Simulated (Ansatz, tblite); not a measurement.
Adding an electron: the cluster Sr3⁺ (the lowest doublet isomer of a short search). Total charge 1; doublet. Geometry: r2SCAN/def2-TZVP. Ansatz, gas phase; energy differences of separate SCF runs; the reduced species is a singlet (the triplet lies 0.68 eV higher at PBE0/def2-TZVP).

| atom | x (Å) | y (Å) | z (Å) |
| --- | --- | --- | --- |
| Sr1 | 2.8297 | 1.5922 | 2.8482 |
| Sr2 | -2.7783 | -1.6308 | -2.8769 |
| Sr3 | -0.0514 | 0.0386 | 0.0287 |

In the def2 sets Sr takes a core potential; there is no spin–orbit coupling. The xTB rows come from tblite. The structure comes from a short search, and lower isomers may exist.

| level | −HOMO (eV) | −LUMO (eV) | vertical EA (eV) | HOMO–LUMO gap (eV) | remarks |
| --- | --- | --- | --- | --- | --- |
| GFN2-xTB | – | – | 7.02 | – | – |
| PBE/def2-TZVP | 5.96 | 5.56 | 4.20 | 0.39 | – |
| r2SCAN/def2-TZVP | 6.08 | 4.96 | 3.95 | 1.12 | spin-contaminated (⟨S²⟩ 0.98) (+1 doublet) |

**Question.** Estimate the rows for GFN1-xTB, PBE0/def2-TZVP.

**Answer.** 
```tsv
level	−HOMO (eV)	−LUMO (eV)	vertical EA (eV)	HOMO–LUMO gap (eV)	remarks
GFN1-xTB	–	–	8.85	–	–
PBE0/def2-TZVP	6.35	5.02	4.11	1.33	spin-contaminated (⟨S²⟩ 0.84) (+1 doublet)
```

  HOMO and LUMO are the levels of the spin that leaves or enters (xTB has no such levels and no spin-polarisation term). Other spin states of the ions may lie lower, which would lower the ionisation energy or raise the affinity. Raw xTB energy differences between charge states are shifted by several eV; the methods need an empirical correction for them.
